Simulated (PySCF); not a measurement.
Input of a run (PBE0-D3(BJ)/def2-SVP geometry optimisation, gas phase (PySCF 2.14.0)), started from GFN2-xTB:
```
{"job": {"xc": "PBE0", "basis": "def2-SVP", "d3": "d3bj", "grid": 1, "shake": 0.01, "kind": "geom"}, "charge": 0, "multiplicity": 1}
C     -2.306760     0.151030    -1.158120
C     -1.829480    -0.322470     0.183470
O     -0.464640    -0.122450     0.257610
Si     0.600330    -0.597380     1.426170
N      2.062840    -0.019370     0.811230
Si     2.406430     0.695980    -0.726440
H     -2.090850     1.231530    -1.274280
H     -1.818150    -0.363190    -1.967530
H     -3.403140     0.035620    -1.218600
H     -2.322750     0.224680     1.009250
H     -2.063890    -1.386590     0.318690
H      0.565240    -2.061740     1.573800
H      0.220910     0.028420     2.713580
H      2.826840    -0.148380     1.448490
H      1.597030     1.882380    -0.931770
H      3.835930     1.044410    -0.650930
H      2.167590    -0.260650    -1.804440
```

Output (energies in Eh, forces in Eh/bohr):
```
step   0  E = -791.03812145  max force = 0.020010
step   1  E = -791.04361354  max force = 0.004770
step   2  E = -791.04384183  max force = 0.001614
step   3  E = -791.04388527  max force = 0.000726
step   4  E = -791.04391308  max force = 0.000835
step   5  E = -791.04392632  max force = 0.000783
step   6  E = -791.04393559  max force = 0.000430
optimisation converged
```

Task: Summarise the run.

Result: The energy falls by 15.3 kJ/mol over 7 energy and gradient evaluations, the largest force component goes from 0.0200 to 4.3e-04 Eh/bohr, and the atoms move by 0.111 Å rms after alignment. The bond that changes most is Si6–H15 (SiH3 silicon to Si–H hydrogen), which lengthens by 0.043 Å. Bonds longer at the end by more than 0.005 Å: 13 of 16; shorter: 1. Among the angles that change most is Si4–N5–H14, from 112.6° to 119.6°. The energy never rose by more than 1e-6 Eh on the way. The first step brought 94 % of the lowering.

Task: What are the final bond lengths?

Result: C1–C2 1.510 Å, C2–O3 1.406 Å, O3–Si4 1.663 Å, Si4–N5 1.723 Å, N5–Si6 1.750 Å, C1–H7 1.100 Å, C1–H8 1.100 Å, C1–H9 1.100 Å, C2–H10 1.107 Å, C2–H11 1.107 Å, Si4–H12 1.499 Å, Si4–H13 1.498 Å, N5–H14 1.014 Å, Si6–H15 1.494 Å, Si6–H16 1.496 Å, Si6–H17 1.494 Å. Numbering counts from 1 in the input's order; the species is `CCO[SiH2]N[SiH3]`.

The run used 147 basis functions and 44 SCF cycles in all.

No PBE0-D3(BJ)/def2-SVP frequencies stand behind this structure, so it isn't proved a minimum. The numbers are those of one conformer.

Shape of the structure used: `[CH3:1][CH2:2][O:3][SiH2:4][NH:5][SiH3:6]`: C1–C2–O3–Si4 -177°, C2–O3–Si4–N5 176°, O3–Si4–N5–Si6 -3°.
